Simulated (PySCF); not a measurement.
SMILES [CH2]OC(=O)OC, doublet at its PBE0/def2-SVP optimised geometry (Å):

```
11

C     -1.7352     1.3920     0.0047
O     -0.4533     0.9435     0.0026
C     -0.2522    -0.3838     0.0023
O     -1.1103    -1.2215     0.0038
O      1.0550    -0.5950     0.0000
C      1.4483    -1.9560     0.0000
H     -1.8266     2.4744     0.0023
H     -2.5443     0.6639     0.0049
H      1.0694    -2.4743    -0.8933
H      2.5443    -1.9560     0.0000
H      1.0692    -2.4744     0.8932
```

Calculation: PySCF 2.14.0 with unrestricted PBE0/def2-TZVP.

Map of the log10 of the electron density (e/bohr³), floored at −4 on the plane z = 1.0 Å:

```
|00000000000000000000000000000|
|00000000000000000000000000000|
|00000000000000000000000000000|
|00000000000000000000000000000|
|00000001221100000000000000000|
|00000012333210000000000000000|
|00000123444321000000000000000|
|00000234555432210000000000000|
|00001245666544321000000000000|
|00001345676655543100000000000|
|00002356777666653210000000000|
|00012456777677654221000000000|
|00012456666677654332100000000|
|00002345555566655544310000000|
|00001234445566666665320000000|
|00000123445666667765421000000|
|00000023456777667775432100000|
|00000013467776666765543210000|
|00000013466776556666554320000|
|00000012456665557777655320000|
|00000001344554568987655320000|
|00000000123333468987654320000|
|00000000011223457876543210000|
|00000000000012345665432100000|
|00000000000000234443210000000|
|00000000000000012221100000000|
|00000000000000000000000000000|
|00000000000000000000000000000|
|00000000000000000000000000000|
```
Scale: ten equal steps from -4.00 (start of '0') to -0.546 (end of '9'), in the order '0123456789'; x runs from -5.00 to 5.00, y from -5.00 (bottom) to 5.00 (top).
